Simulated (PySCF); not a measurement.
SMILES Cc1cccc(C(=O)O)c1, singlet, GFN2-xTB optimised geometry.

```
18

C     -2.47    -1.90     0.02
C     -1.69    -0.62     0.00
C     -2.36     0.61     0.00
C     -1.65     1.80     0.00
C     -0.27     1.80     0.00
C      0.41     0.58     0.00
C      1.88     0.51     0.00
O      2.53    -0.51    -0.03
O      2.47     1.72     0.04
C     -0.31    -0.62     0.00
H     -2.87    -2.07     1.01
H     -1.83    -2.74    -0.24
H     -3.30    -1.86    -0.68
H     -3.44     0.62     0.00
H     -2.19     2.74    -0.01
H      0.29     2.72     0.00
H      3.44     1.61     0.03
H      0.25    -1.54     0.00
```

Density from PBE0/def2-SVP (PySCF 2.14.0) at that geometry.

Minimum of the electron density along straight lines between bonded atoms, close to the bond critical point (lines longer than 1.1 times the sum of covalent radii, or with two minima, are not listed):

```json
[
 {"bond": "C1–C2", "length / Å": "1.498", "ρ at the minimum / e bohr⁻³": "0.256", "∇²ρ there / e bohr⁻⁵": "-0.60", "position (fraction from the first atom)": "0.49"},
 {"bond": "C2–C3", "length / Å": "1.392", "ρ at the minimum / e bohr⁻³": "0.309", "∇²ρ there / e bohr⁻⁵": "-0.79", "position (fraction from the first atom)": "0.50"},
 {"bond": "C3–C4", "length / Å": "1.384", "ρ at the minimum / e bohr⁻³": "0.312", "∇²ρ there / e bohr⁻⁵": "-0.80", "position (fraction from the first atom)": "0.50"},
 {"bond": "C4–C5", "length / Å": "1.382", "ρ at the minimum / e bohr⁻³": "0.313", "∇²ρ there / e bohr⁻⁵": "-0.81", "position (fraction from the first atom)": "0.50"},
 {"bond": "C5–C6", "length / Å": "1.392", "ρ at the minimum / e bohr⁻³": "0.308", "∇²ρ there / e bohr⁻⁵": "-0.78", "position (fraction from the first atom)": "0.50"},
 {"bond": "C6–C7", "length / Å": "1.478", "ρ at the minimum / e bohr⁻³": "0.273", "∇²ρ there / e bohr⁻⁵": "[?]", "position (fraction from the first atom)": "0.48"},
 {"bond": "C7–O8", "length / Å": "1.207", "ρ at the minimum / e bohr⁻³": "[?]", "∇²ρ there / e bohr⁻⁵": "0.27", "position (fraction from the first atom)": "0.33"},
 {"bond": "C7–O9", "length / Å": "1.344", "ρ at the minimum / e bohr⁻³": "0.302", "∇²ρ there / e bohr⁻⁵": "[?]", "position (fraction from the first atom)": "0.33"},
 {"bond": "C2–C10", "length / Å": "1.385", "ρ at the minimum / e bohr⁻³": "0.312", "∇²ρ there / e bohr⁻⁵": "-0.80", "position (fraction from the first atom)": "0.50"},
 {"bond": "C6–C10", "length / Å": "1.393", "ρ at the minimum / e bohr⁻³": "0.308", "∇²ρ there / e bohr⁻⁵": "-0.78", "position (fraction from the first atom)": "0.50"},
 {"bond": "C1–H11", "length / Å": "1.090", "ρ at the minimum / e bohr⁻³": "0.274", "∇²ρ there / e bohr⁻⁵": "-0.99", "position (fraction from the first atom)": "0.63"},
 {"bond": "C1–H12", "length / Å": "1.087", "ρ at the minimum / e bohr⁻³": "0.278", "∇²ρ there / e bohr⁻⁵": "-1.02", "position (fraction from the first atom)": "0.63"},
 {"bond": "C1–H13", "length / Å": "1.088", "ρ at the minimum / e bohr⁻³": "0.276", "∇²ρ there / e bohr⁻⁵": "-1.01", "position (fraction from the first atom)": "0.63"},
 {"bond": "C3–H14", "length / Å": "1.081", "ρ at the minimum / e bohr⁻³": "0.283", "∇²ρ there / e bohr⁻⁵": "-1.07", "position (fraction from the first atom)": "0.63"},
 {"bond": "C4–H15", "length / Å": "1.080", "ρ at the minimum / e bohr⁻³": "0.284", "∇²ρ there / e bohr⁻⁵": "-1.08", "position (fraction from the first atom)": "0.63"},
 {"bond": "C5–H16", "length / Å": "1.078", "ρ at the minimum / e bohr⁻³": "0.286", "∇²ρ there / e bohr⁻⁵": "-1.12", "position (fraction from the first atom)": "0.64"},
 {"bond": "O9–H17", "length / Å": "0.970", "ρ at the minimum / e bohr⁻³": "0.348", "∇²ρ there / e bohr⁻⁵": "-2.36", "position (fraction from the first atom)": "0.82"},
 {"bond": "C10–H18", "length / Å": "1.080", "ρ at the minimum / e bohr⁻³": "0.285", "∇²ρ there / e bohr⁻⁵": "-1.11", "position (fraction from the first atom)": "0.64"}
]
```

Some entries are withheld; supply them.


- C6–C7, ∇²ρ there / e bohr⁻⁵: -0.69
- C7–O8, ρ at the minimum / e bohr⁻³: 0.418
- C7–O9, ∇²ρ there / e bohr⁻⁵: -0.36
